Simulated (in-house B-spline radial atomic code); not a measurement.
Ga⁺. Computed with a B-spline radial atomic code. Model: non-relativistic spherical atom: semilocal Troullier-Martins pseudo-atom, one channel per l, against all electrons, high spin, G0W0 and RPA with empty states to l = 8, local potential for every l without a channel, a model core (radius 0 = none) keeps its share of the functional.

The core holds an angular momentum without a channel of its own, so the local potential lets valence electrons into it.

What the tables leave out is listed at the end.

The pseudopotential gives back the lowest level of each angular momentum of its own functional in the configuration it was made in; a second state of the same l is only approximately right. Exact exchange, RPA and GW see the smooth pseudo-orbitals and miss the exchange with the core, for which the functional's share stands in. The column with an uncorrelated core keeps all orbitals and exact exchange, and so separates missing core correlation from pseudisation. Only the three outermost levels and the lowest empty one were computed. RPA here is direct RPA, with no exchange kernel, and its energies carry an (l + 1/2)⁻⁴ tail. A hybrid on a potential with a model core restores only its own semilocal share of the core's exchange.

Command:
```bash
python run_psgw.py task.json out
```
Settings (lengths in bohr, energies in hartree):
```
Z                      31
electrons              30
configuration          [Ar] 3d10 4s2
generated_in           [Ar] 3d10 4s2
functional             pbe,pbe
core_shells            6
radius_factor          0.9
core_correction        True
ion_configuration      [Ar] 3d10 4s1
```

Cost of the run: 43 s on 1 thread of Arm Neoverse N1, with other jobs on the host.

Given: made with PBE; model core radius 1.631 bohr; local radius 1.751 bohr; mean-field start PBE.

Valence shells of the generating configuration: 4s.

Channel: s 1.688, p 2.106 (radii in bohr).

Computed: largest level miss in the spin-unpolarised generating configuration 0 eV; valence RPA correlation energy all-electron orbitals -0.075289 hartree; valence RPA correlation energy pseudo -0.08381 hartree; all-electron RPA polarisability, core included 14.799 bohr³; pseudo-atom RPA polarisability 14.639 bohr³; ionisation by mean-field pseudo minus all 0.093 eV; ionisation by RPA all-electron 20.593 eV.

```
     level  occupied  mean-field all-electron (eV)  mean-field pseudo minus all (eV)  G0W0 all-electron (eV)  G0W0 uncorrelated core minus all (eV)  G0W0 pseudo minus all (eV)  exchange self-energy all-electron (eV)  exchange self-energy pseudo (eV)
        4s         1                       -16.039                                 0                 -20.482                                   0.59                       0.156                                 -14.318                           -10.884
4p (empty)         0                       -9.0913                                 0                  -6.162                                  0.227                      -0.155                                 -3.9288                           -2.0859
```

(1) What is the ionisation by RPA pseudo minus all?

(2) What is the ionisation by mean-field all-electron?

Given: mean-field start PBE0.

Computed: valence RPA correlation energy all-electron orbitals -0.065776 hartree; all-electron RPA polarisability, core included 13.449 bohr³; pseudo-atom RPA polarisability 13.783 bohr³; ionisation by mean-field all-electron 20.095 eV; ionisation by mean-field pseudo minus all -0.169 eV; ionisation by RPA pseudo minus all -0.028 eV.

```tsv
level	occupied	mean-field all-electron (eV)	mean-field pseudo minus all (eV)	G0W0 all-electron (eV)	G0W0 uncorrelated core minus all (eV)	G0W0 pseudo minus all (eV)	exchange self-energy all-electron (eV)	exchange self-energy pseudo (eV)
4s	1	-16.922	0.218	-20.399	0.58	0.44	-14.087	-10.689
4p (empty)	0	-8.2048	0.034	-6.1214	0.206	-0.064	-3.6334	-1.9926
```

(3) What is the ionisation by RPA all-electron?

(4) What is the valence RPA correlation energy pseudo?

Answers

(1) 0.579 eV.

(2) 20.427 eV.

(3) 20.417 eV.

(4) -0.072871 hartree.

Among the listed levels the largest G0W0 shift of the pseudo-atom is +0.44 eV, for 4s on the PBE0 start, while leaving the core uncorrelated moves that level by +0.58 eV. The rest, -0.14 eV, comes from pseudisation and the lost core exchange. Not in the tables (levels of low weight, unsolved or above zero; the highest and the empty levels are kept at any weight): no Hartree-Fock pseudo-atom is run with a model core.
